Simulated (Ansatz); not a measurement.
`[NH2][Al]([OH])[SiH3]` + H₂ → `[NH2][AlH][SiH3]` + H₂O at 700 K and 1 bar (hydrogenolysis of the Al–O bond).

Gas-phase electronic energies from Ansatz, PBE0-D4/def2-TZVP geometries. CCSD(T)/CBS adds triple-zeta CCSD(T) − MP2 to the extrapolated MP2 energy (def2 sets, frozen cores). This one scheme is used for every species. One conformer a species, not always the lowest.

```csv
species,CCSD(T)/CBS energy (Eh),H − E (kJ/mol),S (J/(mol·K))
`[NH2][Al]([OH])[SiH3]`,-664.67699,251.6,491.8
H₂,-1.17544,46.8,155.3
`[NH2][AlH][SiH3]`,-589.42853,221.1,435.9
H₂O,-76.37941,80.5,218.4
```

H − E and S are ideal-gas, rigid-rotor, harmonic terms from PBE0-D4/def2-TZVP, for one conformer and one mirror image of each species. The MP2-based limit puts H₂ 0.8 mEh under its directly extrapolated value; such offsets cancel only in part. 1 Eh = 2625.50 kJ/mol, R = 8.31446 J/(mol·K).

By hand: ΔE, ΔH, ΔS and ΔG.

ΔE = (-589.42853) + (-76.37941) − (-664.67699) − (-1.17544) = 0.04449 Eh = 116.8 kJ/mol. Δ(H − E) = 221.1 + 80.5 − 251.6 − 46.8 = 3.2, so ΔH = 120.0 kJ/mol. ΔS = 435.9 + 218.4 − 491.8 − 155.3 = 7.2 J/(mol·K). ΔG = 120.0 − 700 × (7.2)/1000 = 115.0 kJ/mol.

By hand: the equilibrium constant, and the temperature at which ΔG would vanish if ΔH and ΔS stayed fixed.

log₁₀ K = −ΔG/(RT ln 10) = -8.6. ΔG = 0 at ΔH/ΔS = 16667 K, far beyond where these terms or the molecules hold.

The number of gas molecules stays the same, so ΔS is small and ΔH decides. A doubt of 5 kJ/mol in ΔE shifts log₁₀ K by 0.4 here. Other conformers and mirror images would add mixing entropy, several J/(mol·K) or more a flexible species. Modes under 60 cm⁻¹, often nearly free rotors, make the harmonic entropy too high. These are equilibria of isolated gas molecules and say nothing of rates. Largest T1 diagnostic: 0.013 (customary marks: 0.02 for closed shells, 0.045 for open ones).
